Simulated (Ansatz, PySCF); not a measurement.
Si(OSiH3)(F)(Me)2 (C2H9FOSi2), SMILES C[Si](C)(F)O[SiH3]. Atoms are numbered in the order given.

```xyz
15

C     -1.6682    -1.6128    -0.7016
Si    -0.7461    -0.0870    -0.1929
C     -1.5821     0.9169     1.1290
F     -0.5729     0.8796    -1.5013
O      0.7791    -0.5137     0.2861
Si     2.2575     0.1983     0.5467
H     -2.6777    -1.3626    -1.0642
H     -1.1311    -2.1376    -1.5069
H     -1.7688    -2.3047     0.1497
H     -0.9954     1.8199     1.3618
H     -1.6892     0.3303     2.0555
H     -2.5860     1.2371     0.8075
H      3.0421     0.2476    -0.7180
H      2.0752     1.5875     1.0635
H      2.9956    -0.6077     1.5565
```

Geometry: ωB97X-D3(BJ)/def2-SVP. Other conformers were not sampled.

Vertical ionisation energy (IE) and electron affinity (EA) in eV. Rows of orbital energies are one-electron estimates. Where ΔSCF, EOM or ADC give a negative EA the extra electron is unbound and the value depends on the basis.

```
level                                                                        IE     EA
------------------------------------------------------------------------  -----  -----
−ε(HOMO), −ε(LUMO), ωB97X/def2-TZVP (PySCF)                               10.90  -2.17
−ε(HOMO), −ε(LUMO), PBE/def2-TZVP (PySCF)                                  7.08   0.67
ΔSCF, CAM-B3LYP/def2-SVPD (Ansatz), final states of multiplicity 2 and 2  10.64  -1.42
ΔSCF, PBE/def2-SVPD (Ansatz), final states of multiplicity 2 and 2          [?]    [?]
```

**Question.** Complete the blanks. (The exact figures need the calculation; the answer reports its results.)

**Answer.** 
- ΔSCF, PBE/def2-SVPD (Ansatz, a quantum-chemistry and plane-wave program), final states of multiplicity 2 and 2, IE: 9.76
- ΔSCF, PBE/def2-SVPD (Ansatz), final states of multiplicity 2 and 2, EA: -1.03

**Question.** What vertical singlet–triplet gap does ΔSCF give with CAM-B3LYP/def2-SVPD (Ansatz) and with PBE/def2-SVPD (Ansatz)? (An estimate is asked for; the answer gives what the named calculation found.)

**Answer.** 7.45 and 6.38 eV (triplet above singlet where positive).
